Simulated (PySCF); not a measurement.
## A search over the determinants of NaBr⁺

Unrestricted PBE0; Na x2c-SVPall, Br x2c-SVPall; spin-free X2C with a Gaussian nucleus (PySCF 2.14). Outer shells of the fragments: Na+ closed shells only; Br 3d10 4s2 4p5.

Followed along the bond (rough minima from three points):

```csv
2Ms+1,unpaired,⟨S²⟩ at the start,R at minimum (Å),Te (eV)
2,π ↑,0.75,2.96,0.00
2,σ ↑,0.75,3.54,0.45
4,"σ ↑, π ↑↑",3.75,none in the scan,≤ 6.75
```

Solutions found at the starting distance of 2.790 Å, counted from the lowest of them; the search is not exhaustive and high or unbound solutions are not listed, so other states can lie among these:

```json
{"2Ms+1": "2", "unpaired": "π ↑", "term": "²Π", "E (eV)": "0.00", "⟨S²⟩": "0.75", "⟨Lz²⟩": "1.00", "μ (D)": "-8.80"}
{"2Ms+1": "2", "unpaired": "σ ↑", "term": "²Σ⁺", "E (eV)": "0.53", "⟨S²⟩": "0.75", "⟨Lz²⟩": "0.00", "μ (D)": "-9.00"}
{"2Ms+1": "4", "unpaired": "σ ↑, π ↑↑", "term": "⁴Σ⁻", "E (eV)": "7.54", "⟨S²⟩": "3.75", "⟨Lz²⟩": "0.00", "μ (D)": "0.37"}
{"2Ms+1": "2", "unpaired": "σ ↓, π ↑↑", "term": "mixed", "E (eV)": "7.65", "⟨S²⟩": "1.75", "⟨Lz²⟩": "0.00", "μ (D)": "0.76"}
{"2Ms+1": "4", "unpaired": "σ ↑↑, π ↑", "term": "⁴Π", "E (eV)": "7.79", "⟨S²⟩": "3.75", "⟨Lz²⟩": "1.00", "μ (D)": "0.39"}
{"2Ms+1": "4", "unpaired": "π ↑↑↑", "term": "⁴Π", "E (eV)": "9.52", "⟨S²⟩": "3.75", "⟨Lz²⟩": "1.00", "μ (D)": "1.68"}
```

A term symbol is given only where ⟨S²⟩ and ⟨Lz²⟩ are close to those of a pure state; real π, δ and φ orbitals otherwise mix terms. A positive dipole points towards Br; it is taken about the centre of mass and depends on that origin.

Question: Compare the gap between the two lowest followed solutions at the starting distance with the gap between their minima.

Answer: At PBE0 the second solution (doublet, unpaired electrons σ ↑) lies +0.53 eV from the first (doublet, unpaired electrons π ↑) at 2.790 Å and +0.45 eV at the minima; the two curves relax by different amounts, since their minima lie near 3.54 and 2.96 Å.

Spin–orbit coupling is left out. Counting both spins, an empty level lies below a filled one in some of these solutions, because spin and occupation are held.
